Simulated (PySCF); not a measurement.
```xyz
13

C      1.9497     0.3688    -0.3422
C      0.6873    -0.3822    -0.2391
C     -0.0971    -1.3392    -0.6070
C     -0.6373    -0.4385     0.4703
C     -1.7344     0.5717     0.1974
H      2.4765     0.3629     0.6160
H      2.6067    -0.0508    -1.1052
H      1.7525     1.4156    -0.5885
H     -0.2931    -2.1890    -1.2373
H     -0.6502    -0.8198     1.4947
H     -1.6742     0.9407    -0.8290
H     -1.6616     1.4303     0.8711
H     -2.7248     0.1295     0.3377
```

Charge 0, multiplicity 1.

**Question.** Give the Mulliken and meta-Löwdin atomic charges from PBE-D3(BJ)/def2-TZVP // B3LYP-D3(BJ)/def2-TZVP (PySCF 2.14.0).

**Answer.** 
```json
[
 {"atom": "C1", "Mulliken (e)": "-0.33", "meta-Löwdin (e)": "-0.36"},
 {"atom": "C2", "Mulliken (e)": "0.02", "meta-Löwdin (e)": "0.03"},
 {"atom": "C3", "Mulliken (e)": "-0.19", "meta-Löwdin (e)": "-0.17"},
 {"atom": "C4", "Mulliken (e)": "-0.08", "meta-Löwdin (e)": "-0.09"},
 {"atom": "C5", "Mulliken (e)": "-0.34", "meta-Löwdin (e)": "-0.36"},
 {"atom": "H6", "Mulliken (e)": "0.13", "meta-Löwdin (e)": "0.14"},
 {"atom": "H7", "Mulliken (e)": "0.13", "meta-Löwdin (e)": "0.13"},
 {"atom": "H8", "Mulliken (e)": "0.14", "meta-Löwdin (e)": "0.14"},
 {"atom": "H9", "Mulliken (e)": "0.13", "meta-Löwdin (e)": "0.13"},
 {"atom": "H10", "Mulliken (e)": "0.07", "meta-Löwdin (e)": "0.08"},
 {"atom": "H11", "Mulliken (e)": "0.11", "meta-Löwdin (e)": "0.11"},
 {"atom": "H12", "Mulliken (e)": "0.11", "meta-Löwdin (e)": "0.11"},
 {"atom": "H13", "Mulliken (e)": "0.11", "meta-Löwdin (e)": "0.11"}
]
```
